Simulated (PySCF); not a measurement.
AlCl2Br, SMILES [Br][Al]([Cl])[Cl]. The structure is a stationary point at PBE0-D3(BJ)/def2-SVP.

All values below come from PBE0-D3(BJ)/def2-SVP in PySCF.

Harmonic wavenumbers (cm⁻¹): 122, 134, 193, 327, 577, 635. Rotational constants (GHz): 2.209, 1.221, 0.7864; symmetry number 2.

Question: Work out the zero-point energy and the ideal-gas rigid-rotor harmonic-oscillator thermochemistry at 298.15 K and 1 atm.

Answer: ZPE = ½ Σ hcν = ½ × 1987 cm⁻¹ = 11.88 kJ/mol. H − E(el) = 28.73 kJ/mol. Entropy in J/(mol K): translation 173.36, rotation 117.27, vibration 43.20, total 333.83. G − E(el) = -70.80 kJ/mol. Cp = 72.43 J/(mol K). Modes under 150 cm⁻¹ make the vibrational entropy uncertain.
